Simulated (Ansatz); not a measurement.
Relaxation of AlClH₂S₂Te (7 atoms, charge 0, multiplicity 1), to a largest force component of 0.02 eV/Å in at most 50 steps.

Level of theory: RKS PBE0-D4/def2-SVP (Ansatz 0.2.0).

```xyz
7
Properties=species:S:1:pos:R:3
S -1.285 -0.196 1.872
S 0.745 -0.596 1.849
Al 0.736 -0.782 -0.422
Cl 0.414 -2.722 -1.360
Te 1.114 1.332 -1.901
H -1.094 1.247 1.743
H -0.569 1.649 -1.827
```

Question: Where does it end, and by what steps?

Answer: It converged. After 16 steps the energy has fallen by 0.746 eV; H7 moved furthest, 1.14 Å. Joined: S1–Al3.

```tsv
step	energy less start (eV)	largest force component (eV/Å)	accepted
0	0.0000	2.387	yes
1	-0.3373	0.862	yes
2	-0.5396	0.501	yes
3	-0.5313	0.870	no
4	-0.6023	0.137	yes
5	-0.6143	0.136	yes
6	-0.6224	0.377	yes
7	-0.6349	0.730	yes
8	-0.6636	0.436	yes
9	-0.6945	0.215	yes
10	-0.7137	0.341	yes
11	-0.7227	0.400	yes
12	-0.7343	0.329	yes
13	-0.7443	0.082	yes
14	-0.7458	0.038	yes
15	-0.7464	0.029	yes
16	-0.7465	0.017	yes
```

```xyz
7
Properties=species:S:1:pos:R:3
S -1.006 -0.379 1.794
S 1.110 -0.645 1.891
Al 0.418 -0.534 -0.217
Cl -0.080 -2.285 -1.273
Te 0.769 1.671 -1.392
H -1.069 0.977 1.868
H -0.081 1.126 -2.716
```

Whether the end is a true minimum wasn't checked by a vibrational analysis.

Time of the run: 57 s on 2 threads of Arm Neoverse V2 (shared host), peak memory 0.28 GiB.
